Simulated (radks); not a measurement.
The numbers below are computed, except where a source is named.
Problem. Radial electron density D(r) = 4 pi r^2 rho(r) of an atom or ion with 23 electrons. Level of theory: scalar-relativistic Kohn-Sham, PBE, spin-polarised, spherical densities, finite nucleus; Fermi nuclear charge, rms radius of each element as measured or else 0.836 A^(1/3) + 0.57 fm (a radial shooting solver on a logarithmic mesh with Libxc functionals).

r (bohr),D(r) (e/bohr),spin D(r)
0.003271,1.026,0.00000347
0.004293,1.674,0.00000554
0.005635,2.690,0.00000855
0.007397,4.241,0.0000125
0.009787,6.600,0.0000165
0.01285,9.805,0.0000166
0.01686,13.95,0.00000216
0.02213,18.75,-0.0000539
0.02905,23.44,-0.000212
0.03813,26.72,-0.000588
0.05005,27.29,-0.00135
0.0657,24.94,-0.00259
0.08624,21.65,-0.00362
0.1132,21.00,-0.00107
0.1486,24.74,0.0157
0.1966,29.36,0.0746
0.258,27.80,0.220
0.3387,19.04,0.511
0.4446,10.68,0.976
0.5835,9.412,1.55
0.7659,11.62,1.98
1.005,10.39,2.00
1.32,6.040,1.60
1.732,2.673,1.04
2.274,1.371,0.555
3.008,0.9153,0.215
3.948,0.5206,0.0420
5.183,0.1910,-0.00705
6.803,0.04100,-0.00616
8.929,0.004439,-0.00122
11.72,0.0002008,-0.0000817

What is the nuclear charge?

Solution. Z = 23. The innermost maximum, from 1s, lies near gamma/Z bohr with gamma = sqrt(1 - (Z/c)^2) = 0.986, here 0.0429 bohr (found: 0.0458), and its height grows with Z. The density is that of neutral vanadium in [Ar] 3d3 4s2; the configuration itself is not fixed sharply by these data, and Z only to about a unit. D(r) has 3 maxima, at r = 0.0458, 0.215, 0.817 bohr, and minima at 0.104, 0.530 bohr, inside which lie 2.14, 10.48 electrons.
